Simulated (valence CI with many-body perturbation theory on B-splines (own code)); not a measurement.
The numbers below are computed, except where a source is named.
# Hyperfine factors and g values of Er61+

Level of theory: valence CI with perturbative core correlation (CI+MBPT): five valence electrons over a frozen Dirac-Fock core [He], radial functions for each j: 11 s, 11 p, 10 d, 8 f, 5 g, 2 h, with the one-electron correlation potential Σ1 (screened to all orders), the two-electron term Σ2, the three-electron term Σ3, Breit, model QED; selected single and double excitations, second order for the rest, scaled by the run's own slope (own B-spline code, finite nucleus).

The last digits are not significant, and no measured levels were compared; by estimate large intervals hold to a few tenths of a per cent, small ones and those within an open d or f shell to about a per cent. Among the levels kept, up to 7400 cm⁻¹ of a level comes from second order outside the variational space, and about a tenth of that is noise between levels of different J, which matters for small intervals.

A/g_I is the dipole constant over the nuclear g factor μ/I (μ in nuclear magnetons, uniformly magnetised nucleus), B/Q the quadrupole constant per barn. Both hold the static response of the core; the bare values leave it out. Large factors of s and p1/2 electrons are usually good to 5 to 10 %; those of open d and f shells near neutrality can be off by tens of per cent, and small factors of p3/2, d and f electrons come from cancelling terms and can be off by a factor of two or in sign, in half-filled shells by more. B is blank for J = 1/2, where it vanishes, and for nearly pure S terms. Energies count from the lowest level.

Levels are named by their leading jj configuration (3d3/2^4 stands for four electrons in 3d with j = 3/2), which in mixed levels can hold well under half, so a name can repeat and another be missing. Letters in brackets count levels of one name in rising energy.

```tsv
Level	E (× 10³ cm⁻¹)	g	A/g_I (MHz)	A/g_I bare	B/Q (MHz/b)	B/Q bare
(2s^2 2p1/2^2 2p3/2) J=3/2	0.00	1.323	618000	633000	1190000	1190000
(2s^2 2p1/2 2p3/2^2) J=3/2	7550.6	1.437	-260000	-239000	80300	80400
(2s^2 2p1/2 2p3/2^2) J=5/2	7733.6	1.168	1530000	1530000	-3770	-3770
(2s^2 2p1/2 2p3/2^2) J=1/2	8101.6	0.624	5100000	5080000		
(2s 2p1/2^2 2p3/2^2) J=5/2	10002	1.452	3610000	3600000	186000	187000
(2s 2p1/2^2 2p3/2^2) J=1/2	10763	2.016	1.56e+07	1.54e+07		
(2s 2p1/2^2 2p3/2^2) J=3/2	10774	1.176	-2370000	-2310000	-161000	-161000
(2s^2 2p3/2^3) J=3/2	15668	1.288	643000	657000	-1270000	-1270000
(2s 2p1/2 2p3/2^3) J=3/2 [a]	17753	1.584	3660000	3640000	-960000	-961000
(2s 2p1/2 2p3/2^3) J=5/2	18069	1.284	4540000	4510000	-1420000	-1420000
(2s 2p1/2 2p3/2^3) J=1/2	18519	1.360	-5790000	-5680000		
(2s 2p1/2 2p3/2^3) J=3/2 [b]	18594	1.018	160000	190000	-360000	-360000
(2p1/2^2 2p3/2^3) J=3/2	21299	1.304	600000	627000	-1220000	-1230000
(2s 2p3/2^4) J=1/2	26210	1.861	1.57e+07	1.55e+07		
(2p1/2 2p3/2^4) J=1/2	29069	0.624	5120000	5080000		
(2s^2 2p1/2^2 3s) J=1/2	59792	1.997	4470000	4440000		
(2s^2 2p1/2^2 3p1/2) J=1/2	60536	0.649	1500000	1490000		
(2s^2 2p1/2^2 3p3/2) J=3/2	62886	1.324	181000	186000	352000	353000
(2s^2 2p1/2^2 3d3/2) J=3/2	63551	0.784	106000	106000	60500	61100
(2s^2 2p1/2^2 3d5/2) J=5/2	64236	1.190	37800	37900	55900	56600
(2s^2 2p1/2 2p3/2 3s) J=3/2 [a]	67442	1.657	1010000	1010000	778000	779000
(2s^2 2p1/2 2p3/2 3s) J=1/2	67517	1.296	-2140000	-2100000		
(2s^2 2p1/2 2p3/2 3s) J=5/2	67597	1.312	2310000	2300000	1150000	1150000
(2s^2 2p1/2 2p3/2 3s) J=3/2 [b]	67646	0.960	1380000	1390000	687000	688000
(2s^2 2p1/2 2p3/2 3p1/2) J=1/2	68177	1.730	-1150000	-1120000		
(2s^2 2p1/2 2p3/2 3p1/2) J=3/2 [a]	68227	1.131	1050000	1050000	242000	242000
(2s^2 2p1/2 2p3/2 3p1/2) J=5/2	68334	1.050	1710000	1720000	1140000	1140000
(2s^2 2p1/2 2p3/2 3p1/2) J=3/2 [b]	68624	1.311	950000	963000	1180000	1180000
(2s 2p1/2^2 2p3/2 3s) J=5/2	69572	1.597	4280000	4250000	1200000	1200000
(2s 2p1/2^2 2p3/2 3s) J=3/2 [a]	69788	1.439	4870000	4840000	648000	649000
(2s 2p1/2^2 2p3/2 3s) J=1/2	70241	0.937	-4860000	-4770000		
(2s 2p1/2^2 2p3/2 3s) J=3/2 [b]	70329	1.364	-1140000	-1100000	878000	879000
(2s 2p1/2^2 2p3/2 3p1/2) J=3/2 [a]	70396	1.676	4960000	4930000	819000	820000
(2s 2p1/2^2 2p3/2 3p1/2) J=5/2	70404	1.342	3760000	3740000	1160000	1160000
(2s^2 2p1/2 2p3/2 3p3/2) J=5/2 [a]	70476	1.411	-127000	-114000	1240000	1240000
(2s^2 2p1/2 2p3/2 3p3/2) J=1/2 [a]	70529	1.432	-1680000	-1650000		
(2s^2 2p1/2 2p3/2 3p3/2) J=3/2 [a]	70538	1.148	1540000	1540000	-767000	-768000
(2s^2 2p1/2 2p3/2 3p3/2) J=7/2	70594	1.220	1080000	1090000	1520000	1520000
(2s^2 2p1/2 2p3/2 3p3/2) J=3/2 [b]	70762	1.402	-57000	-41300	191000	191000
(2s^2 2p1/2 2p3/2 3p3/2) J=5/2 [b]	70804	1.180	1340000	1340000	137000	137000
```

Problem. Take the isotope of mass number 167, with I = 7/2, μ = -0.5623 μN, leaving out the quadrupole term. What is the hyperfine structure of (2s^2 2p1/2 2p3/2^2) J=3/2?

Solution. From the table A = 41800 MHz. Shifts from the centre of gravity in MHz: F = 2: -282000, F = 3: -157000, F = 4: 10400, F = 5: 219000.
